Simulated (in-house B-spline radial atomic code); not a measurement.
PBE hybrid excitations of Te⁴⁺

Method: PBE hybrid with 0.5 exact exchange. Computed with a B-spline radial code for spherical atoms: linear response of the closed shell [Kr] 4d10 5s2 with the functional's adiabatic kernel; scalar-relativistic (spin-free one-electron X2C), finite nucleus, no spin-orbit coupling, no double excitations, S, P, D and F terms only; shells from n = 3 respond. Only terms of natural parity with L up to 3 were computed.

Command:
```bash
python run_td.py task.json out
```
Settings (radii: box in bohr, nucleus in fm):
```
Z                        52
electrons                48
configuration            [Kr] 4d10 5s2
hamiltonian              x2c
method                   pbeh
box_radius               19.1
exact_exchange_fraction  0.5
rms_radius               4.7423
intervals                71
```

Cost of the run: 3.7 s on 1 thread of Arm Neoverse N1, on a shared host.

The lowest states, in the order of their Tamm-Dancoff energies; the method's threshold (minus the highest occupied level) is 55.34 eV. Labels give the largest channel, * marks a mixed state, and oscillator strengths are full-response dipole values. Semilocal kernels can invert the small singlet-triplet splittings of Rydberg terms. Energies in eV:

| state | full response | Tamm-Dancoff | oscillator strength |
| --- | --- | --- | --- |
| 5s → 5p 3P | 9.544 | 9.770 | - |
| 5s → 5p 1P | 13.404 | 13.871 | 1.61 |
| 5s → 5d 3D | 26.144 | 26.163 | - |
| 5s → 5d 1D | ? | ? | - |
| 5s → 6s 3S | ? | ? | - |
| 5s → 6s 1S | 30.10 | 30.13 | - |
| 5s → 4f 3F | 31.35 | 31.40 | - |
| 5s → 4f 1F | 32.22 | 32.24 | - |
| 5s → 6p 3P | 33.55 | 33.56 | - |
| 5s → 6p 1P | 33.88 | 33.91 | 0.0543 |
| 5s → 6d 3D | 39.46 | 39.47 | - |
| 5s → 6d 1D | 39.70 | 39.71 | - |
| 5s → 7s 3S | 40.48 | 40.49 | - |
| 5s → 7s 1S | 40.69 | 40.70 | - |
| 5s → 5f 3F | 40.81 | 40.82 | - |
| 5s → 5f 1F | 40.99 | 41.00 | - |

Q: Where does 5s → 5d 1D lie?

A: At 27.128 eV in full response, 27.154 eV in Tamm-Dancoff.

Q: Where does 5s → 6s 3S lie?

A: At 29.331 eV in full response, 29.338 eV in Tamm-Dancoff.

Q: How large is the singlet-triplet splitting of 5s → 5p (P terms) in Tamm-Dancoff?

A: 4.1 eV, from the unrounded values.

Q: What polarisabilities and dispersion coefficient does the method give?

A: Dipole 8.229 bohr³, quadrupole 17.68 bohr⁵, C6 34.55 hartree·bohr⁶ for two such species.
